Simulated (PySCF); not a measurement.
Molecule: `[C@H]1(CF)C=C[CH+]C1`, [C6H8F]+.

Bonds (- single, = double, # triple, : aromatic): F1-C2, C2-C3, C3-C4, C4=C5, C5-C6, C6-C7, C7-C3. C2 carries H8, H9; C3 carries H10; C4 carries H11; C5 carries H12; C6 carries H13; C7 carries H14, H15. Formal charges: C6 +1. Stereochemistry as in FC[C@H]1C=C[CH+]C1.

Total charge +1. H15 is cis to C2 on the ring; H8 is pro-R; H9 is pro-S; H14 is trans to C2 on the ring.

Frames of a GFN2-xTB Langevin trajectory at 300 K; GIAO PBE0/pcSseg-1 shieldings in PySCF 2.14, gas phase, non-relativistic; equivalent atoms averaged within each frame.

Referencing at the same level of theory: ¹⁹F (σref 170.95) vs CFCl3; ¹³C (σref 186.93), ¹H (σref 31.72) vs TMS. The references are static minima.

Q: How do the shifts (ppm) fluctuate along the trajectory?

A: 
```
         time (fs)      F1     C6     C4     C5    C2    C3    C7    H13    H11   H12
               250  -222.2  268.3  236.5  157.1  85.6  73.2  59.6  12.10  10.59  9.01
               425  -203.7  224.0  271.2  157.7  91.9  74.5  58.2  10.64  11.97  8.84
               625  -252.5  278.7  242.7  155.0  86.7  78.5  67.3  12.01  11.31  9.41
               800  -221.1  245.5  256.1  154.7  87.2  72.0  60.8  10.87  11.62  7.63
              1000  -213.3  252.5  247.6  157.7  93.2  70.8  60.2  10.76  11.31  9.08
    mean of frames  -222.5  253.8  250.8  156.4  88.9  73.8  61.2  11.28  11.36  8.80
standard deviation    18.3   21.1   13.5    1.5   3.4   3.0   3.5   0.71   0.51  0.68
```

5 frames give an uncertainty of the mean of about the standard deviation over 2.2 at best, since frames this close in time may not be independent; classical motion lacks zero-point vibration, and the reference would need the same averaging.
